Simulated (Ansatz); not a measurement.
`[NH2][Al][O][SiH3]` radical. The species carries charge 0 and has multiplicity 2.

```xyz
9

N    -2.1050    0.4739    1.4062
Al   -1.0005   -0.7793    0.8263
O     0.2895   -0.2959   -0.1565
Si    1.6166   -0.2937   -1.0911
H    -2.9043    0.3064    1.9945
H    -2.0166    1.4552    1.1901
H     1.2937    0.2567   -2.4349
H     2.1516   -1.6727   -1.2616
H     2.6750    0.5494   -0.4731
```

**Question.** Give the diagnostics of a CCSD(T)/def2-TZVPP run (frozen core, Ansatz 0.2.0). (Best estimate.)

**Answer.** The calculation gave: T1 = 0.0136, largest single amplitude 0.026, largest double 0.035, (T) share of the correlation energy 3.4 %, 10 CCSD cycles. ⟨S²⟩ of the UHF reference is 0.752 against 0.75 for a pure state. T1 lies under the customary mark of 0.045 for open shells.
